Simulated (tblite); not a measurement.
Compound: C₄H₇F₃Si.
Numbering: `[CH2:1]=[CH:2][CH2:3][SiH2:4][C:5]([F:6])([F:7])[F:8]` (hydrogens: H9, H10 on C1; H11 on C2; H12, H13 on C3; H14, H15 on Si4)

Computed with GFN2-xTB (tblite), gas phase: L-BFGS steps from a force-field or distance-geometry start until the largest atomic force falls under 0.01 eV/Å.

Geometry at step 3:
```
atom  x, y, z in Å
C1     -2.8051    0.0512   -0.3295
C2     -1.7992   -0.2643    0.4729
C3     -0.4879    0.4410    0.4937
Si4     0.9188   -0.7339    0.0295
C5      2.5634    0.3201    0.1172
F6      2.7725    0.8395    1.3518
F7      2.5495    1.3656   -0.7384
F8      3.6590   -0.4101   -0.1817
H9     -3.7396   -0.4735   -0.2853
H10    -2.7357    0.8487   -1.0455
H11    -1.9312   -1.0655    1.1829
H12    -0.3077    0.8404    1.4951
H13    -0.4957    1.2877   -0.1947
H14     0.7958   -1.2350   -1.3197
H15     1.0383   -1.8039    0.9873
```

**Question.** What forces act on the atoms?

**Answer.** 
| atom | Fx (eV/Å) | Fy (eV/Å) | Fz (eV/Å) |
| --- | --- | --- | --- |
| C1 | 0.282 | -0.091 | 0.232 |
| C2 | -0.440 | 0.252 | -0.219 |
| C3 | 0.094 | 0.066 | 0.025 |
| Si4 | -0.061 | 0.218 | 0.022 |
| C5 | -0.108 | -0.103 | 0.075 |
| F6 | 0.034 | -0.062 | -0.248 |
| F7 | 0.085 | -0.101 | 0.115 |
| F8 | -0.079 | 0.169 | 0.044 |
| H9 | -0.105 | -0.065 | -0.046 |
| H10 | 0.027 | 0.073 | -0.074 |
| H11 | 0.128 | -0.054 | 0.081 |
| H12 | -0.017 | 0.011 | 0.046 |
| H13 | -0.128 | 0.054 | -0.009 |
| H14 | 0.091 | -0.062 | -0.351 |
| H15 | 0.199 | -0.304 | 0.307 |

The largest, 0.55 eV/Å, acts on C2; the rms over all components is 0.157 eV/Å. The forces sum to zero within rounding, as they must for an isolated molecule in no field.

**Question.** Give the force on C2 in Eh/bohr and in nN.

**Answer.** 0.552 eV/Å ÷ 51.422 = 0.01074 Eh/bohr, and 0.552 eV/Å × 1.602 = 0.88 nN.

**Question.** How far is this geometry from the end of the optimisation?

**Answer.** 0.033 eV above it, and 0.061 Å rms away after alignment. The bonds farthest from their final lengths, with half the difference of the two atoms' forces along the bond (positive lengthens):

```
   bond  now (Å)  final (Å)  force along bond (eV/Å)
Si4–H15    1.441      1.462                    +0.30
Si4–H14    1.444      1.461                    +0.22
 C3–Si4    1.891      1.900                    -0.10
  C5–F6    1.356      1.350                    -0.13
  C1=C2    1.325      1.320                    -0.45
 Si4–C5    1.955      1.950                    -0.11
```

The angle farthest from its final value is C3–Si4–H15, 111.1° against 114.3°.

Of the 2 listed bonds off by 0.010 Å or more, this force points towards the final length in 2.

The cost below is that of the whole relaxation. The run took 0.26 s on an Intel Xeon 6975P-C with one thread, shared host.
